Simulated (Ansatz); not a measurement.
Total energies of `[CH3][Al]([F])[SH]`.

```xyz
8

C     0.7082    0.9256   -0.0038
Al    0.0631   -0.8961    0.0776
F     1.1259   -2.1409    0.2850
S    -2.0171   -1.5163   -0.0803
H    -0.0943    1.6472   -0.1700
H     1.2170    1.1923    0.9271
H     1.4390    1.0371   -0.8099
H    -2.4419   -0.2490   -0.2257
```

Charge 0, multiplicity 1. The structure was optimised at the PBE0-D4/def2-TZVP level. It is one conformer, not always the lowest. Basis def2-TZVPP, Ansatz.

RPA on PBE orbitals: Hartree–Fock energy of these orbitals -779.25975 Eh, correlation -1.11600 Eh (frozen core).

| functional | energy without D4 (Eh) | D4 term (kJ/mol) |
| --- | --- | --- |
| LDA (SPW92) | -777.74626 | – |
| PBE | -780.73199 | -13.9 |
| revPBE | -781.02024 | -38.3 |
| BLYP | -781.16574 | -29.9 |
| r2SCAN | -781.07788 | -3.4 |
| B97M-V | -781.00296 | – |
| PBE0 | -780.79613 | -11.9 |
| B3LYP | -781.24211 | -22.6 |
| r2SCANh | -781.06730 | -3.6 |
| r2SCAN0 | -781.05232 | -4.0 |
| HSE06 (plane-wave form) | -780.77603 | -11.2 |
| BHLYP | -781.13617 | -18.7 |
| CAM-B3LYP | -781.16783 | -12.2 |
| LC-ωPBE | -780.92147 | – |
| ωB97X-V | -781.04955 | – |
| ωB97M-V | -781.10923 | – |
| B2PLYP | -780.86437 | – |
| PBE-QIDH | -780.60859 | – |

B3LYP takes the VWN-RPA correlation (the form of Gaussian; ORCA's B3LYP/G). HSE06 is the plane-wave form, built on full-range PBE exchange. The double hybrids freeze the cores in their second-order part.

LC-ωPBE has ω = 0.4 bohr⁻¹.
